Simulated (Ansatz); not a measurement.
CH7AlOSi2, SMILES `[CH2]1[AlH][O][SiH2][SiH2]1`, relaxed with RKS PBE0-D4/def2-TZVP in Ansatz 0.2.0 from a PBE-D4/def2-SVP geometry. The force threshold is 0.005 eV/Å; the program also tests the step.

Charge 0, multiplicity 1.

Start:

```xyz
12

C     0.599   -0.048   -1.391
Al    1.820   -0.222    0.147
O     0.942   -0.121    1.647
Si   -0.740    0.102    1.656
Si   -1.175    0.109   -0.689
H     0.680   -0.921   -2.075
H     0.859    0.846   -1.999
H     3.395   -0.437    0.209
H    -1.408   -1.020    2.410
H    -1.086    1.393    2.354
H    -1.847    1.376   -1.155
H    -2.039   -1.054   -1.113
```

Problem. How much energy does the relaxation release, and in how many steps? (Estimate.)

Solution. Computed: 1.75 kcal/mol, in 22 steps, 5 of them rejected.

Problem. Which bonds change most? (Best estimate.)

Solution. The calculation gave: O3–Si4 from 1.696 to 1.655 Å; Al2–O3 from 1.741 to 1.712 Å; C1–Si5 from 1.915 to 1.888 Å; Si4–Si5 from 2.385 to 2.364 Å.

Problem. Give the relaxed structure. (Estimate.)

Solution. Computed: 
```xyz
12

C     0.597    0.093   -1.363
Al    1.757   -0.375    0.139
O     0.898   -0.196    1.609
Si   -0.713    0.182    1.622
Si   -1.166    0.012   -0.692
H     0.737   -0.500   -2.270
H     0.826    1.134   -1.628
H     3.266   -0.831    0.172
H    -1.461   -0.779    2.479
H    -0.917    1.545    2.191
H    -2.076    1.044   -1.262
H    -1.749   -1.328   -0.997
```
